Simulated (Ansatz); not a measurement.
Consider the hydrogenolysis of a B–C bond: `C=CB(Cl)CO` + H₂ → `OCBCl` + `C=C`.

Isolated molecules relaxed with PBE0-D4/def2-TZVP in Ansatz; ΔE leaves out vibrations. CBS: MP2 limit from def2 TZ/QZ plus the TZ coupled-cluster correction, frozen cores. This one scheme is used for every species. DFT in def2-TZVPP. B3LYP here is the variant with VWN-RPA as its local correlation; programs differ in this. Each species was taken in one conformer, which may not be the lowest.

| level | ΔE (eV) |
| --- | --- |
| PBE-D4 | 0.04 |
| PBE0-D4 | 0.01 |
| B3LYP-D4 | 0.01 |
| r2SCAN | 0.02 |
| HF/def2-TZVPP | -0.22 |
| CCSD/def2-TZVPP | -0.05 |
| MP2/def2-QZVPP | 0.08 |
| SCS-MP2/def2-QZVPP | 0.01 |

(1) What does CCSD(T)/CBS give? (An estimate is asked.)

Largest T1 diagnostic among the species: 0.012.

## Answers

(1) The calculation gave: 0.00 eV. The listed levels differ from it by 0.04, 0.01, 0.01, 0.02, -0.22, -0.05, 0.08, 0.01 eV.

In def2-TZVPP, CCSD(T) changes the Hartree–Fock value by +0.23 eV (the triples alone add +0.06 eV) and MP2 by +0.30 eV. The D4 term adds +0.12 eV with B3LYP and +0.07 eV with PBE0; it sums over pairs of atoms, weighted by their polarisabilities, and B3LYP, whose exchange is more repulsive, gets the larger term.
